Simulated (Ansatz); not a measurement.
Consider the cleavage of the Si–Si bond: `NB[SiH2][SiH3]` + HCl → `NB[SiH2]Cl` + SiH₄.

Computed with Ansatz on PBE0-D4/def2-TZVP structures; ΔE is electronic, products minus reactants. CCSD(T)/CBS adds triple-zeta CCSD(T) − MP2 to the extrapolated MP2 energy (def2 sets, frozen cores). This one scheme is used for every species. Functionals use def2-TZVPP. B3LYP here is the variant with VWN-RPA as its local correlation; programs differ in this. One conformer a species, not always the lowest.

(1) Is it downhill or uphill in electronic energy at CCSD(T)/CBS, and by how much? (An estimate is asked.)

(2) What do these levels give: PBE-D4, ωB97X-V, B2PLYP, PBE, PBE0, B3LYP, HF/def2-TZVPP, CCSD(T)/def2-TZVPP, HF/def2-QZVPP, MP2/def2-QZVPP, MP2/CBS(def2), CCSD/CBS(def2)? (Best estimate.)

Largest T1 diagnostic among the species: 0.014.

Answers

(1) Computed: Downhill: ΔE = -20.9 kcal/mol.

(2) The calculation gave: PBE-D4 -17.1, ωB97X-V -21.1, B2PLYP -22.2, PBE -17.6, PBE0 -18.8, B3LYP -21.8, HF/def2-TZVPP -26.4, CCSD(T)/def2-TZVPP -20.2, HF/def2-QZVPP -26.6, MP2/def2-QZVPP -22.8, MP2/CBS(def2) -23.1, CCSD/CBS(def2) -21.6 kcal/mol.

In def2-TZVPP, CCSD(T) changes the Hartree–Fock value by +6.2 kcal/mol (the triples alone add +0.7 kcal/mol) and MP2 by +4.0 kcal/mol. The D4 term adds +0.7 kcal/mol with B3LYP and +0.5 kcal/mol with PBE0; it sums over pairs of atoms, weighted by their polarisabilities, and B3LYP, whose exchange is more repulsive, gets the larger term.
